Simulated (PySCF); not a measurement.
Species: C4H8OSSi3.
Bonds: C1–C2 (aromatic), C2–C3 (aromatic), C3–C4 (aromatic), C4–S5 (aromatic), C4–Si6, Si6–Si7, Si7–O8, O8–Si9, C1–S5 (aromatic), C3–Si9. Hydrogens: H10 on C1; H11 on C2; H12, H13 on Si6; H14, H15 on Si7; H16, H17 on Si9.

NICS = −σ at a ghost point: NICS(0) at the centroid of the ring atoms, NICS(1) 1 Å to either side along the normal of their mean plane, zz for the tensor component along that normal. Level: GIAO PBE0/pcSseg-1 (PySCF, non-relativistic, gas phase) on the GFN2-xTB geometry, one conformer.

Rings: 1. C1–C2–C3–C4–S5; 2. C3–C4–Si6–Si7–O8–Si9.

```csv
set,NICS(0),"NICS(1), two faces","NICS(1)zz, two faces"
P,0.1,-0.3 / -0.3,5.2 / 5.2
Q,-12.1,-11.7 / -11.7,-27.7 / -27.7
```

Which set (ppm) belongs to which ring?

P = 2, Q = 1.
- 1 (5-membered ring with S; formal bonds all aromatic): mean NICS(1)zz -27.7 ppm, shielded, aromatic by this magnetic criterion (flat ring, no four-coordinate atom), though in fused rings the probe also feels the neighbouring ring.
- 2 (6-membered ring with O and 3 Si; formal bonds 1 aromatic, 5 single): mean NICS(1)zz 5.2 ppm, deshielded. Si6, Si7, Si9 have four or more neighbours, and the NICS criterion for π rings isn't applied.

How do the rings differ in shape?

```
ring                          bond lengths (Å)  rms pucker (Å)  HOMA  nearest outside atom to a NICS(1) probe (Å)
   1         1.355, 1.420, 1.373, 1.742, 1.718            0.00  0.77                                hydrogen 2.50
   2  1.373, 1.887, 2.303, 1.634, 1.623, 1.881            0.01     –                                hydrogen 2.58
```

HOMA = 1 − mean of α(R − Ropt)² over the ring bonds, with Krygowski's 1993 parameters (CC: Ropt 1.388 Å, α 257.7 Å⁻²; CS: Ropt 1.677 Å, α 94.09 Å⁻²). A dash marks a ring with a four-coordinate atom, a triple bond, no multiple bond or a kind of bond without parameters.
